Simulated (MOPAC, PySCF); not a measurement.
C3H9B, SMILES `CB(C)C`, neutral singlet in the gas phase. 

Cartesian coordinates (Å):
SMILES: CB(C)C
```xyz
13

C      1.5074    -0.4389     0.0157
B      0.0008    -0.0052     0.0045
C     -1.1344    -1.0878    -0.0045
C     -0.3710     1.5190    -0.0059
H      1.7030    -1.2989    -0.6324
H      2.2221     0.3552    -0.2108
H      1.7282    -0.7919     1.0343
H     -1.7103    -0.9823    -0.9340
H     -1.8596    -0.9012     0.7958
H     -0.7938    -2.1231     0.0628
H     -0.1120     1.9176    -0.9972
H     -1.4239     1.7452     0.1751
H      0.2435     2.0923     0.6967
```
Charge 0, multiplicity 1.

All levels are single points at this geometry (PBE0-D3(BJ)/def2-TZVP); Pople sets use spherical d functions. Orbital energies aren't observables, and empty levels follow the basis.

| level | HOMO (eV) | LUMO (eV) | gap (eV) | dipole (D) | vertical IE, Delta-SCF (eV) |
|---|---|---|---|---|---|
| PBE-D3(BJ)/def2-TZVP in PySCF | -7.10 | -1.15 | 5.95 | 0.02 | – |
| TPSSh-D3(BJ)/def2-TZVP in PySCF | -7.76 | -0.58 | 7.19 | 0.02 | 10.43 |
| M06-2X/6-31G* in PySCF | -9.60 | 1.11 | 10.71 | 0.02 | – |
| HF/3-21G in PySCF | -11.81 | 4.04 | 15.85 | 0.03 | – |
| AM1 in MOPAC | -11.04 | 1.75 | 12.79 | 0.03 | – |
| PM6 in MOPAC | -10.60 | 1.13 | 11.73 | 0.05 | – |
